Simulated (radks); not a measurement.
Species: the tellurium ion Te9+. Configuration: [Kr] 4d7 (the NIST ground configuration). Method: scalar-relativistic Kohn-Sham, SCAN, spin-polarised, spherical densities, finite nucleus; open shells are filled with parallel spins first (spin-orbit coupling, left out, can overturn this in heavy ions); meta-GGA in the generalised Kohn-Sham scheme; Fermi nuclear charge, rms radius 4.7423 fm; computed with a radial shooting solver on a logarithmic mesh with Libxc functionals.

Normalised radial functions P(r) = r R(r), r in bohr:

| r | 4d down |
|---|---|
| 0.001247 | 0.0000 |
| 0.001417 | 0.0000 |
| 0.001611 | 0.0000 |
| 0.001816 | 0.0000 |
| 0.002064 | 0.0000 |
| 0.002346 | 0.0000 |
| 0.002666 | 0.0000 |
| 0.00303 | 0.0001 |
| 0.003444 | 0.0001 |
| 0.003914 | 0.0001 |
| 0.004449 | 0.0002 |
| 0.005056 | 0.0003 |
| 0.005701 | 0.0004 |
| 0.006479 | 0.0006 |
| 0.007364 | 0.0008 |
| 0.00837 | 0.0011 |
| 0.009513 | 0.0016 |
| 0.01081 | 0.0023 |
| 0.01229 | 0.0033 |
| 0.01397 | 0.0046 |
| 0.01587 | 0.0065 |
| 0.0179 | 0.0089 |
| 0.02034 | 0.0125 |
| 0.02312 | 0.0174 |
| 0.02628 | 0.0241 |
| 0.02986 | 0.0331 |
| 0.03394 | 0.0452 |
| 0.03858 | 0.0611 |
| 0.04384 | 0.0820 |
| 0.04983 | 0.1088 |
| 0.05618 | 0.1403 |
| 0.06386 | 0.1816 |
| 0.07258 | 0.2312 |
| 0.08249 | 0.2895 |
| 0.09375 | 0.3553 |
| 0.1066 | 0.4263 |
| 0.1211 | 0.4986 |
| 0.1376 | 0.5664 |
| 0.1564 | 0.6205 |
| 0.1764 | 0.6503 |
| 0.2005 | 0.6494 |
| 0.2278 | 0.6044 |
| 0.259 | 0.5077 |
| 0.2943 | 0.3549 |
| 0.3345 | 0.1489 |
| 0.3802 | -0.0993 |
| 0.4321 | -0.3740 |
| 0.4911 | -0.6451 |
| 0.5537 | -0.8722 |
| 0.6293 | -1.0579 |
| 0.7153 | -1.1646 |
| 0.8129 | -1.1808 |
| 0.9239 | -1.1114 |
| 1.05 | -0.9727 |
| 1.193 | -0.7921 |
| 1.356 | -0.5962 |
| 1.542 | -0.4119 |
| 1.738 | -0.2676 |
| 1.976 | -0.1525 |
| 2.245 | -0.0771 |
| 2.552 | -0.0341 |
| 2.9 | -0.0130 |

4d down: eigenvalue -180.23 eV, 1 radial node at r = 0.362 bohr, <r> = 0.882 bohr, 90 % of the charge inside 1.32 bohr.
